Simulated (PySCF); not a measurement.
Computed with PBE-D3(BJ)/def2-TZVP // PBE0-D4/def2-SVP in PySCF. All species are isolated molecules in the gas phase. Delta-SCF ions had no search for a lower state. 

Reference species (SMILES): `c1cc2c(cc([SiH3])cc2)c(c1)Cl` (neutral, multiplicity 1).

| Property | Result |
|---|---|
| vertical ionisation energy (Delta-SCF) | 7.89 eV |
| dipole moment | 1.91 D |

Changed species: `[SiH3]c1cc(Cl)cc2ccccc12`.

Q: Predict the effect on the vertical ionisation energy (Delta-SCF) and dipole moment.

A: the vertical ionisation energy (Delta-SCF) rises by 0.06 eV, to 7.95 eV; the dipole moment falls by 0.23 D, to 1.68 D.
